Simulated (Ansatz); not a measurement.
Relaxation of CH8O2Si2 (13 atoms, charge 0, multiplicity 1), to a largest force component of 0.015 eV/Å in at most 40 steps.

The calculation used RKS CAM-B3LYP-D4/6-31G (Ansatz 0.2.0).

```xyz
13
Properties=species:S:1:pos:R:3
O 1.175 -0.384 2.647
C 0.222 -0.287 1.521
Si 0.971 -0.090 -0.183
Si 2.110 1.829 -0.290
O 3.345 1.910 0.865
H 0.585 -0.406 3.439
H -0.339 -1.203 1.549
H -0.418 0.570 1.696
H -0.119 -0.134 -1.202
H 1.880 -1.257 -0.477
H 1.195 3.011 0.076
H 2.736 2.074 -1.569
H 4.288 1.876 0.549
```

Problem. Where does it end, and by what steps?

Solution. The run converged. Limits of this set-up: no polarisation functions. After 28 steps the energy has fallen by 0.810 eV; H13 moved furthest, 2.00 Å.

```csv
step,energy less start (eV),largest force component (eV/Å),accepted
0,0.0000,2.281,yes
1,-0.3864,0.980,yes
2,-0.4461,0.615,yes
3,-0.4691,0.738,yes
4,-0.5132,0.109,yes
5,-0.5349,0.103,yes
6,-0.5222,1.378,no
7,-0.5436,0.108,yes
8,-0.5520,0.435,yes
9,-0.5651,0.677,yes
10,-0.6063,0.346,yes
11,-0.6195,1.261,yes
12,-0.6772,0.929,yes
13,-0.7319,0.503,yes
14,-0.7619,0.438,yes
15,-0.7837,0.191,yes
16,-0.7911,0.265,yes
17,-0.8006,0.093,yes
18,-0.8055,0.062,yes
19,-0.8072,0.119,yes
20,-0.8079,0.089,yes
21,-0.8085,0.082,yes
22,-0.8090,0.056,yes
23,-0.8094,0.061,yes
24,-0.8096,0.042,yes
25,-0.8099,0.038,yes
26,-0.8100,0.039,yes
27,-0.8101,0.022,yes
28,-0.8101,0.015,yes
```

```xyz
13
Properties=species:S:1:pos:R:3
O 1.596 0.015 2.292
C 0.405 -0.319 1.505
Si 0.881 -0.041 -0.348
Si 2.148 1.951 -0.381
O 3.107 1.914 1.051
H 1.484 -0.204 3.234
H 0.117 -1.362 1.678
H -0.434 0.326 1.791
H -0.391 0.018 -1.145
H 1.666 -1.232 -0.809
H 1.214 3.130 -0.407
H 3.042 2.031 -1.579
H 2.797 1.282 1.738
```

Whether the end is a true minimum wasn't checked by a vibrational analysis.

Run time: 4.7 min on 1 thread of Arm Neoverse N1, with other jobs on the host, peak memory 0.19 GiB.
